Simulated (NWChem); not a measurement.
System: ZnH₂; SMILES [ZnH2]

Excerpt of the output:

```
             Northwest Computational Chemistry Package (NWChem) 7.3.0
             --------------------------------------------------------

 ORDER OF PRIMARY AXIS IS BEING SET TO 4
 D4H symmetry detected

                             Geometry "geometry" -> ""
                             -------------------------

 Output coordinates in angstroms (scale by  1.889725989 to convert to a.u.)

  No.       Tag          Charge          X              Y              Z
 ---- ---------------- ---------- -------------- -------------- --------------
    1 Zn                  30.0000     0.00000000     0.00000000     0.00000000
    2 H                    1.0000     0.00000000     0.00000000    -1.55013000
    3 H                    1.0000     0.00000000     0.00000000     1.55013000

 Effective nuclear repulsion energy (a.u.)      20.6532507367

      Symmetry information
      --------------------

 Group name             D4h
 Group number             28
 Group order              16
 No. of unique centers     2

                                 NWChem DFT Module
                                 -----------------

 Summary of "ao basis" -> "ao basis" (spherical)
 ------------------------------------------------------------------------------
       Tag                 Description            Shells   Functions and Types
 ---------------- ------------------------------  ------  ---------------------
 Zn                         def2-svp                11       31   5s3p2d1f
 H                          def2-svp                 3        5   2s1p

      Symmetry analysis of basis
      --------------------------

        a1g        10
        a1u         0
        a2g         0
        a2u         7
        b1g         2
        b1u         1
        b2g         2
        b2u         1
        eg          6
        eu         12

            General Information
            -------------------
          SCF calculation type: DFT
          Wavefunction type:  closed shell.
          No. of atoms     :     3
          No. of electrons :    32
           Alpha electrons :    16
            Beta electrons :    16
          Charge           :     0
          Spin multiplicity:     1
          Use of symmetry is: on ; symmetry adaption is: on
          Maximum number of iterations: 150
          AO basis - number of functions:    41
                     number of shells:    17
          Convergence on energy requested:  1.00D-06
          Convergence on density requested:  1.00D-05
          Convergence on gradient requested:  5.00D-04

              XC Information
              --------------
                   Becke 97-2 Method XC Functional
                     Hartree-Fock (Exact) Exchange  0.210
                 Becke 1997-2  Exchange Functional  1.000
                Becke 1997-2 Correlation Potential  1.000

             Grid Information
             ----------------
          Grid used for XC integration:  medium
          Radial quadrature: Mura-Knowles
          Angular quadrature: Lebedev.
          Tag              B.-S. Rad. Rad. Pts. Rad. Cut. Ang. Pts.
          ---              ---------- --------- --------- ---------
          Zn                  1.35      112           7.0       590
          H                   0.35       45           9.0       434
          Grid pruning is: on
          Number of quadrature shells:   157
          Spatial weights used:  Erf1

      Superposition of Atomic Density Guess
      -------------------------------------

 Sum of atomic energies:       -1778.56003794

      Non-variational initial energy
      ------------------------------

 Total energy =   -1778.659028
 1-e energy   =   -2525.927011
 2-e energy   =     726.614733
 HOMO         =      -0.306953
 LUMO         =       0.070304

      Symmetry analysis of molecular orbitals - initial
      -------------------------------------------------

 !! scf_movecs_sym_adapt:    6 vectors were symmetry contaminated

  Symmetry fudging

 !! scf_movecs_sym_adapt:    4 vectors were symmetry contaminated

  Numbering of irreducible representations:

     1 a1g         2 a1u         3 a2g         4 a2u         5 b1g
     6 b1u         7 b2g         8 b2u         9 eg         10 eu

  Orbital symmetries:

     1 a1g         2 a1g         3 a2u         4 eu          5 eu
     6 a1g         7 a2u         8 eu          9 eu         10 a1g
    11 eg         12 eg         13 b1g        14 b2g        15 a1g
    16 a2u        17 a1g        18 eu         19 eu         20 a1g
    21 a2u        22 a1g        23 a2u        24 eg         25 eg
    26 a1g

     ---------------------------------------------
      Total Density - Mulliken Population Analysis
     ---------------------------------------------

    Atom       Charge   Shell Charges
 -----------   ------   -------------------------------------------------------
    1 Zn  30    29.40   2.00  2.00  2.00  0.89  0.24  6.00  5.99  0.32  8.03  1.93  0.00
    2 H    1     1.30   0.69  0.60  0.01
    3 H    1     1.30   0.69  0.60  0.01

   convergence    iter        energy       DeltaE   RMS-Dens  Diis-err
 ---------------- ----- ----------------- --------- --------- ---------
 d= 0,ls=0.0,diis     1  -1780.7326225774 -1.80D+03  1.25D-02  4.27D-02
 d= 0,ls=0.0,diis     2  -1780.7426633533 -1.00D-02  1.72D-03  2.77D-03
 d= 0,ls=0.0,diis     3  -1780.7427069299 -4.36D-05  5.81D-04  5.15D-03
 d= 0,ls=0.0,diis     4  -1780.7430133744 -3.06D-04  1.68D-04  2.03D-05
 d= 0,ls=0.0,diis     5  -1780.7430160288 -2.65D-06  1.35D-05  2.31D-07
 d= 0,ls=0.0,diis     6  -1780.7430160663 -3.76D-08  2.99D-06  6.64D-09

         Total DFT energy =    -1780.743016066341
      One electron energy =    -2524.882256190141
           Coulomb energy =      795.839182426029
    Exchange-Corr. energy =      -72.353193038930
 Nuclear repulsion energy =       20.653250736701

 Numeric. integr. density =       31.999984863009

                  Occupations of the irreducible representations
                  ----------------------------------------------

                     irrep           alpha         beta
                     --------     --------     --------
                     a1g               5.0          5.0
                     a1u               0.0          0.0
                     a2g               0.0          0.0
                     a2u               3.0          3.0
                     b1g               1.0          1.0
                     b1u               0.0          0.0
                     b2g               1.0          1.0
                     b2u               0.0          0.0
                     eg                2.0          2.0
                     eu                4.0          4.0

                       DFT Final Molecular Orbital Analysis
                       ------------------------------------

 Vector   14  Occ=2.000000D+00  E=-4.984608D-01  Symmetry=eg
              MO Center= -2.5D-16, -2.2D-16, -8.1D-17, r^2= 2.8D-01
   Bfn.  Coefficient  Atom+Function         Bfn.  Coefficient  Atom+Function
  ----- ------------  ---------------      ----- ------------  ---------------
    18      0.643060  1 Zn d  1              16     -0.546544  1 Zn d -1
    23      0.234604  1 Zn d  1              21     -0.199392  1 Zn d -1

 Vector   15  Occ=2.000000D+00  E=-3.359948D-01  Symmetry=a1g
              MO Center= -3.2D-17,  2.5D-17, -4.6D-17, r^2= 2.3D+00
   Bfn.  Coefficient  Atom+Function         Bfn.  Coefficient  Atom+Function
  ----- ------------  ---------------      ----- ------------  ---------------
     4      0.622818  1 Zn s                  3     -0.336302  1 Zn s
    17     -0.254572  1 Zn d  0              32      0.222862  2 H  s
    37      0.222862  3 H  s                 33      0.118961  2 H  s
    38      0.118961  3 H  s                 22     -0.080890  1 Zn d  0
     2      0.074545  1 Zn s                  5      0.060764  1 Zn s

 Vector   16  Occ=2.000000D+00  E=-2.763111D-01  Symmetry=a2u
              MO Center= -1.7D-14,  2.1D-14, -1.5D-15, r^2= 3.0D+00
   Bfn.  Coefficient  Atom+Function         Bfn.  Coefficient  Atom+Function
  ----- ------------  ---------------      ----- ------------  ---------------
    32     -0.323297  2 H  s                 37      0.323297  3 H  s
    14      0.295638  1 Zn pz                33     -0.272339  2 H  s
    38      0.272339  3 H  s                 11     -0.166830  1 Zn pz
     8      0.054870  1 Zn pz

 Vector   17  Occ=0.000000D+00  E= 4.057272D-02  Symmetry=a1g
              MO Center= -8.6D-19, -5.2D-19,  1.2D-16, r^2= 5.3D+00
   Bfn.  Coefficient  Atom+Function         Bfn.  Coefficient  Atom+Function
  ----- ------------  ---------------      ----- ------------  ---------------
     5      1.266534  1 Zn s                 33     -0.850407  2 H  s
    38     -0.850407  3 H  s                  4      0.459142  1 Zn s
    32     -0.240042  2 H  s                 37     -0.240042  3 H  s
    17      0.216264  1 Zn d  0               3     -0.160868  1 Zn s
    22      0.044251  1 Zn d  0               2      0.031656  1 Zn s

 Vector   18  Occ=0.000000D+00  E= 4.535135D-02  Symmetry=eu
              MO Center= -2.4D-18,  7.0D-16, -4.8D-16, r^2= 2.2D+00
   Bfn.  Coefficient  Atom+Function         Bfn.  Coefficient  Atom+Function
  ----- ------------  ---------------      ----- ------------  ---------------
    13      0.964090  1 Zn py                12      0.352071  1 Zn px
    10     -0.259487  1 Zn py                 9     -0.094761  1 Zn px
     7      0.082958  1 Zn py                 6      0.030295  1 Zn px

[...]
```

Level: B97-2/def2-SVP. Coordinates come from a PBE0/def2-SVP optimisation.

Problem. Write an input that gives this output.

Solution. One answer among several that fit: the input that was run:
```
start job
memory heap 200 mb stack 900 mb global 1100 mb
geometry units angstroms noautoz
  Zn     0.000000     0.000000     0.000000
  H      0.000000     0.000000    -1.550130
  H      0.000000     0.000000     1.550130
end
basis spherical
  Zn library def2-svp
  H library def2-svp
end
dft
  xc becke97-2
  iterations 150
  mulliken
end
task dft energy
```
